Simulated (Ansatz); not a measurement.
Born–Oppenheimer molecular dynamics of CH5BFNO (10 atoms, charge 0, multiplicity 1). It starts at the highest image of a converged band. Of that band: The profile has 2 maxima (images 2, 4) with wells between them (image 3): this band takes more than one step, which may be the mechanism or a detour left from its start path. Neighbouring images differ by up to 1.3 eV, so the band resolves the path poorly. A vibrational analysis at the climbing image gives one clearly imaginary mode, 498i cm⁻¹: a first-order saddle point.

Level of theory: RKS BLYP/def2-SVP (Ansatz 0.2.0).

```yaml
ensemble: NVE (velocity Verlet)
time_step: 0.5 fs
steps_asked: 200
starting_velocities_drawn_for: 100 K
seed: 7073
```

First frame:

```xyz
10
Properties=species:S:1:pos:R:3
B -0.663 -0.031 0.714
C 0.297 0.074 -0.621
N -0.228 -1.151 -0.248
O 1.668 0.163 -0.754
F -0.331 0.774 -1.659
H -1.711 0.546 0.852
H -0.196 -0.354 1.934
H -0.965 -1.518 -0.859
H 0.319 0.333 1.466
H 1.893 1.113 -0.823
```

(1) What does the run give?

(2) What happens to the structure?

(3) How do temperature and energy run in time?

## Answers

(1) The run went to its last step.

```json
{"steps done": "200", "time covered": "100 fs", "mean temperature over the second half": "745 K", "spread of the potential energy over the second half": "10.4 meV per atom", "mean potential energy of the second half above the start": "-66.8 meV per atom"}
```

The conserved energy stayed within 0.13 meV per atom of its start (net change -0.012 meV per atom), so the integration is sound. The kinetic energy rose, since the run started high on the potential surface and went downhill. It ends in pieces (BH3 + CH2FNO), so much of that is their flight and rotation, not heat. A run of 0.1 ps of so small a system gives no equilibrium averages. The orbitals stay closed-shell, which can raise the energy where a bond breaks towards radicals; this wasn't checked here.

(2) Between its relaxed ends the band would form B1–H9 and break B1–C2, N3–H9. These pairs go: B1–H9 1.29 → 1.32 Å, B1–C2 1.65 → 3.20 Å, N3–H9 2.33 → 2.99 Å. In the last frame they stand as after the step (other bonds may differ from the relaxed reactants and products). Also parted: B1–N3 1.54 → 2.58 Å. It ends as BH3 + CH2FNO. Pairs count as bonded within 1.25 times the sum of covalent radii (0.12 Å more for H–H). This is one draw of velocities; another would differ in detail.

(3) 
```tsv
time (fs)	T (K)	potential energy less start (eV)	conserved less start (meV/atom)
0.0	100	0.000	0.00
3.0	63	0.039	0.04
6.0	48	0.054	0.03
9.0	52	0.050	0.03
12.0	87	0.013	0.04
15.0	162	-0.064	0.03
18.0	274	-0.180	0.04
21.0	473	-0.385	0.02
24.0	662	-0.581	-0.02
27.0	720	-0.642	-0.04
30.0	605	-0.522	-0.01
33.0	448	-0.359	0.04
36.0	497	-0.410	0.03
39.0	703	-0.624	-0.02
42.0	785	-0.709	-0.06
45.0	620	-0.537	0.02
48.0	571	-0.486	0.04
51.0	687	-0.608	-0.02
54.0	790	-0.713	-0.04
57.0	730	-0.652	-0.05
60.0	526	-0.440	0.05
63.0	634	-0.552	-0.03
66.0	725	-0.646	0.00
69.0	887	-0.815	-0.08
72.0	910	-0.838	-0.04
75.0	749	-0.671	0.04
78.0	715	-0.636	-0.06
81.0	664	-0.582	0.10
84.0	905	-0.833	-0.11
87.0	801	-0.725	0.00
90.0	745	-0.666	0.00
93.0	688	-0.609	-0.03
96.0	691	-0.611	0.00
99.0	832	-0.757	-0.03
```

Time of the run: 3.3 min on 2 threads of AMD EPYC 7R13 Processor (Zen 3), with other jobs on the host, peak memory 0.14 GiB.
